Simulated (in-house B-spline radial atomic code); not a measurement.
A run on an ion of nuclear charge 58 with 58.7 electrons that did not converge. Method: scalar-relativistic (X2C) B3LYP, spin-polarised, spherical fractional occupations, Fermi nucleus of rms radius 4.8771 fm; computed with an all-electron radial atomic-structure program (B-spline basis).

Command:
```bash
python run_scf.py task.json out
```
Settings (nuclear radius in fm, mass in u):
```
Z                58
configuration    [Xe] 4f1.7 5d1 6s2
hamiltonian      x2c
method           b3lyp
spin_polarised   True
nucleus          fermi
rms_radius       4.8771
atomic_mass      139.90545
speed_of_light   137.035999084
```

First and last ten iterations of the last attempt (damped for 15 steps, keeping 80 % of the old Fock matrix, then DIIS):
```
 iter        energy (Eh)    residual
    1       -8852.291170    4.62e-01
    2       -8852.532503    4.36e-01
    3       -8856.323010    2.76e-01
    4       -8858.188736    1.69e-01
    5       -8859.066107    9.93e-02
    6       -8859.460361    5.60e-02
    7       -8859.629786    3.11e-02
    8       -8859.699547    1.72e-02
    9       -8859.046817    7.21e-02
   10       -8859.603001    3.88e-02
  111       -8859.037325    6.86e-02
  112       -8859.030451    6.92e-02
  113       -8859.030501    6.92e-02
  114       -8859.029536    6.92e-02
  115       -8859.030581    6.92e-02
  116       -8859.031716    6.89e-02
  117       -8859.722939    1.45e-02
  118       -8859.720651    1.52e-02
  119       -8859.010755    7.05e-02
  120       -8859.044007    6.82e-02
 not converged after 120 iterations
```

The smallest residual met was 1.0e-02; the threshold is about 6e-07. No energy from this run should be used. The likely cause: this method binds the added charge weakly or not at all at the basis-set limit, so charge moves back and forth between the atom and the box. Run time, properties included: 5.1 s on 1 thread of Intel(R) Xeon(R) Platinum 8488C (shared host).
